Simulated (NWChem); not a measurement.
C₂H₅BO₃; SMILES B1(CO)OCO1

```xyz
11

O      0.4114    -2.3138    -0.1614
C     -0.6472    -1.4144     0.0694
B     -0.2315     0.0908    -0.0024
O     -0.9620     1.2671    -0.0154
C      0.3147     1.8832    -0.0313
O      1.0325     0.6581    -0.0182
H      1.1870    -1.9901     0.3081
H     -1.1578    -1.5994     1.0409
H     -1.4250    -1.6045    -0.6910
H      0.5026     2.4907     0.8695
H      0.4928     2.4653    -0.9507
```
Atoms are numbered in this order, from 1.

Program: NWChem. Structure relaxed at the PBE0/def2-SVP level. B3LYP is NWChem's, with the RPA form of VWN correlation. Atomic charges in e: unrestrained fits to the electrostatic potential beside Mulliken populations; buried atoms are poorly determined by the fit.

What does the run give for B3LYP/def2-SVP? Quantities: ESP O1; Mulliken O1; ESP C2; Mulliken C2; ESP B3; Mulliken B3; ESP O4; Mulliken O4; ESP C5; Mulliken C5; relative RMS misfit of the potential (%).


```
Quantity                                  Result
----------------------------------------  ------
ESP O1                                     -0.62
Mulliken O1                                -0.32
ESP C2                                      0.27
Mulliken C2                                 0.20
ESP B3                                      0.52
Mulliken B3                                -0.11
ESP O4                                     -0.58
Mulliken O4                                -0.25
ESP C5                                      0.70
Mulliken C5                                 0.43
relative RMS misfit of the potential (%)      25
```
